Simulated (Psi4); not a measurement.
Relaxed torsion scan: SMILES Cl[SiH2][SiH2]F (H4ClFSi2). Scanned: dihedral F1–Si2–Si3–Cl4; all other coordinates were relaxed at B3LYP-D3(BJ)/def2-SVP. Points at φ and −φ are mirror images.

Geometry of the scan point at -90° (Å):
```
8

F     -1.7769    -1.3891     0.4835
Si    -1.1950     0.0237    -0.0935
Si     1.1445     0.0254     0.1534
Cl     1.5995     0.8390     2.0205
H     -1.5809     0.1177    -1.5311
H     -1.8025     1.1456     0.6729
H      1.7114    -1.3485     0.0666
H      1.7729     0.8815    -0.8933
```

Method: DF-MP2 (frozen core)/cc-pVTZ // B3LYP-D3(BJ)/def2-SVP in Psi4 1.11.

Scanned values (°): -150, -120, -90, -60, -30, 0, 30, 60, 90, 120, 150, 180.

Task: Describe the profile: where are the wells and the tops?

Result: Lower than their neighbours: -60° (2.05 kJ/mol), 60° (2.05 kJ/mol), 180° (0.00 kJ/mol). Higher than their neighbours: -120° (4.71 kJ/mol), 0° (7.02 kJ/mol), 120° (4.71 kJ/mol). The whole profile spans 7.02 kJ/mol.
